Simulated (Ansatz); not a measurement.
`O[SiH2][AlH][F]` + H–F → `[F][AlH][F]` + `O[SiH3]` at 400 K and 1 bar (cleavage of the Al–Si bond).

Computed with Ansatz on PBE0-D4/def2-TZVP structures; ΔE is electronic, products minus reactants. CCSD(T)/CBS adds triple-zeta CCSD(T) − MP2 to the extrapolated MP2 energy (def2 sets, frozen cores). This one scheme is used for every species. One conformer a species, not always the lowest.

```json
{"species": "`O[SiH2][AlH][F]`", "CCSD(T)/CBS energy (Eh)": "-708.57101", "H − E (kJ/mol)": "138.1", "S (J/(mol·K))": "381.8"}
{"species": "H–F", "CCSD(T)/CBS energy (Eh)": "-100.39570", "H − E (kJ/mol)": "36.5", "S (J/(mol·K))": "182.2"}
{"species": "`[F][AlH][F]`", "CCSD(T)/CBS energy (Eh)": "-442.35155", "H − E (kJ/mol)": "49.2", "S (J/(mol·K))": "281.7"}
{"species": "`O[SiH3]`", "CCSD(T)/CBS energy (Eh)": "-366.69042", "H − E (kJ/mol)": "120.0", "S (J/(mol·K))": "276.4"}
```

H − E and S are ideal-gas, rigid-rotor, harmonic terms from PBE0-D4/def2-TZVP, for one conformer and one mirror image of each species. 1 Eh = 2625.50 kJ/mol, R = 8.31446 J/(mol·K).

Task: By hand: ΔE, ΔH, ΔS and ΔG.

Result: ΔE = (-442.35155) + (-366.69042) − (-708.57101) − (-100.39570) = -0.07526 Eh = -197.6 kJ/mol. Δ(H − E) = 49.2 + 120.0 − 138.1 − 36.5 = -5.4, so ΔH = -203.0 kJ/mol. ΔS = 281.7 + 276.4 − 381.8 − 182.2 = -5.9 J/(mol·K). ΔG = -203.0 − 400 × (-5.9)/1000 = -200.6 kJ/mol.

Task: By hand: the equilibrium constant, and the temperature at which ΔG would vanish if ΔH and ΔS stayed fixed.

Result: log₁₀ K = −ΔG/(RT ln 10) = 26.2. ΔG = 0 at ΔH/ΔS = 34407 K, far beyond where these terms or the molecules hold.

The number of gas molecules stays the same, so ΔS is small and ΔH decides. A doubt of 5 kJ/mol in ΔE shifts log₁₀ K by 0.7 here. Other conformers and mirror images would add mixing entropy, several J/(mol·K) or more a flexible species. Modes under 60 cm⁻¹, often nearly free rotors, make the harmonic entropy too high. These are equilibria of isolated gas molecules and say nothing of rates. Largest T1 diagnostic: 0.013 (customary marks: 0.02 for closed shells, 0.045 for open ones).
